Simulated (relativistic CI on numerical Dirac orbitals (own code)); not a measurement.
**Radial parameters of Zr³⁶⁺**

These numbers are calculated, not measured: Dirac-Coulomb-Breit CI, separate exchange-only KLI orbitals for each configuration, model QED (radiative potential, 1s self-energy scaled to tabulated hydrogen-like ionisation energies), unscaled Slater integrals (own radial code, finite nucleus).

Slater integrals F^k, G^k are unscaled and averaged over j, outside the closed core 1s2; ζ comes from projecting the Hamiltonian with its Breit term on Σ l·s of the shell.

- 2s2p: G^1(2s,2p) = 772230, ζ(2p) = 537130 cm⁻¹; <r>(2s) = 0.1512, <r^2>(2s) = 0.02681, <r>(2p) = 0.1295, <r^2>(2p) = 0.02024 (bohr units).
- 2p²: F^2(2p,2p) = 736700, ζ(2p) = 533920 cm⁻¹; <r>(2p) = 0.1297, <r^2>(2p) = 0.02031 (bohr units).
- 2p3s: ζ(2p) = 545660, G^1(2p,3s) = 79185 cm⁻¹; <r>(2p) = 0.1289, <r^2>(2p) = 0.02007, <r>(3s) = 0.348, <r^2>(3s) = 0.1378 (bohr units).

Averages of the first 10 configurations, taken without configuration mixing, which lowers the lowest level and can move excited configurations by several eV; other configurations of the list can lie among them:

```json
{"Configuration": "2s²", "Parity": "even", "States": "1", "Average energy above the lowest level (eV)": "9.2"}
{"Configuration": "2s2p", "Parity": "odd", "States": "12", "Average energy above the lowest level (eV)": "153.2"}
{"Configuration": "2p²", "Parity": "even", "States": "15", "Average energy above the lowest level (eV)": "328.9"}
{"Configuration": "2p3s", "Parity": "odd", "States": "12", "Average energy above the lowest level (eV)": "2974.3"}
{"Configuration": "2p3p", "Parity": "even", "States": "36", "Average energy above the lowest level (eV)": "3022.2"}
{"Configuration": "2s3s", "Parity": "even", "States": "4", "Average energy above the lowest level (eV)": "2820.3"}
{"Configuration": "2s3p", "Parity": "odd", "States": "12", "Average energy above the lowest level (eV)": "2870.6"}
{"Configuration": "2s3d", "Parity": "even", "States": "20", "Average energy above the lowest level (eV)": "2905.1"}
{"Configuration": "2s4s", "Parity": "even", "States": "4", "Average energy above the lowest level (eV)": "3784.8"}
{"Configuration": "2s4p", "Parity": "odd", "States": "12", "Average energy above the lowest level (eV)": "3805.5"}
```
